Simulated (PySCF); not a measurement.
PySCF 2.14 output of an unrestricted PBE calculation on a single atom or ion in x2c-QZVPPall (16s10p9d6f1g, 142 functions), with scalar relativity by spin-free X2C-1e:

```
SCF conv_tol = 1e-09
number electrons alpha = 41  beta = 39
    J. P. Perdew, K. Burke, and M. Ernzerhof.,  Phys. Rev. Lett. 77, 3865 (1996)
    J. P. Perdew, K. Burke, and M. Ernzerhof.,  Phys. Rev. Lett. 78, 1396 (1997)
    J. P. Perdew, K. Burke, and M. Ernzerhof.,  Phys. Rev. Lett. 77, 3865 (1996)
    J. P. Perdew, K. Burke, and M. Ernzerhof.,  Phys. Rev. Lett. 78, 1396 (1997)
cycle= 1 E= -20249.0275034446  delta_E= -0.0558  |g|= 0.204  |ddm|= 1.03
cycle= 2 E= -20249.0265415077  delta_E= 0.000962  |g|= 0.251  |ddm|= 0.525
cycle= 3 E= -20249.0293968309  delta_E= -0.00286  |g|= 0.00637  |ddm|= 0.269
cycle= 4 E= -20249.0294008424  delta_E= -4.01e-06  |g|= 0.00441  |ddm|= 0.0112
cycle= 5 E= -20249.0294041591  delta_E= -3.32e-06  |g|= 0.000175  |ddm|= 0.00573
cycle= 6 E= -20249.0294041621  delta_E= -3e-09  |g|= 5.74e-06  |ddm|= 0.000259
cycle= 7 E= -20249.0294041621  delta_E= 7.28e-12  |g|= 1.01e-06  |ddm|= 1.24e-05
converged SCF energy = -20249.0294041621  <S^2> = 2.0012259  2S+1 = 3.0008172
```

The run itself started from symmetry-adapted Hartree-Fock orbitals and held the occupation by maximum overlap, on a logarithmic radial grid, so the iterations belong to that start.

Problem. Which element, charge and spin multiplicity is this?

Solution. Tl⁺ (thallium, charge +1), multiplicity 3; the state was [Xe] 4f14 5d9 6s2 6p1, one real determinant (an excited configuration).

⟨L²⟩ = 8.00 against 12 for a pure F term, so this real determinant mixes terms. Spin-orbit coupling, absent here, splits the open shell strongly.
